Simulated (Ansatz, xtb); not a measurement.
Two isomers of C2H7GeNSi

Structure a is `C[SiH2][GeH2][C]#N`, a singlet and structure b is `C[Si@@H]([GeH3])C#N`, a singlet. Both are isolated molecules in the gas phase, relaxed with B3LYP-D3(BJ)/def2-SVP, each in the lowest conformer that the search found.

Estimate which is lower in electronic energy at CCSD(T)/def2-SVP + ΔMP2/def2-TZVPP, and by roughly how much.

The CCSD(T)/def2-SVP + ΔMP2/def2-TZVPP calculation puts structure b lower, by 12.6 kJ/mol.

How the difference moves with the method:

```
                             level               geometry  E(b) − E(a) (kJ/mol)  departure from the last row (kJ/mol)  job, with rough time for the two
                          GFN2-xTB               GFN2-xTB                   +19.1                                 +31.7              optimisation, 0.14 s
                         HF/STO-3G               GFN2-xTB                    −9.7                                  +2.9              single point, 0.42 s
                r2SCAN-D4/def2-SVP               GFN2-xTB                   −15.7                                  −3.1               single point, 2.6 s
             B3LYP-D3(BJ)/def2-SVP  B3LYP-D3(BJ)/def2-SVP                   −15.8                                  −3.2                optimisation, 47 s
                       HF/def2-SVP  B3LYP-D3(BJ)/def2-SVP                   −14.0                                  −1.4           part of the CCSD(T) run
                      MP2/def2-SVP  B3LYP-D3(BJ)/def2-SVP                   −15.2                                  −2.5           part of the CCSD(T) run
                  CCSD(T)/def2-SVP  B3LYP-D3(BJ)/def2-SVP                   −14.5                                  −1.8                      single point
CCSD(T)/def2-SVP + ΔMP2/def2-TZVPP  B3LYP-D3(BJ)/def2-SVP                   −12.6                                                      single point, 31 s
```

As drawn, b has 1 C–Si, 1 Ge–H in place of 1 C–Ge, 1 Si–H.

GFN2-xTB puts the two in the other order. The largest departure from CCSD(T)/def2-SVP + ΔMP2/def2-TZVPP is that of GFN2-xTB, 31.7 kJ/mol. A small imaginary or near-zero mode remains, so no thermal terms are given. The last row adds to CCSD(T) the change of the MP2 difference between the two basis sets, here +1.8 kJ/mol.

The correlated steps freeze 17 core orbitals; the filled d shell of Ge is correlated, in a basis made for valence electrons. Programs: Ansatz 0.2.0, xtb 6.7.1; the last row on 2 threads of Intel(R) Xeon(R) 6975P-C (Granite Rapids) on a shared host.
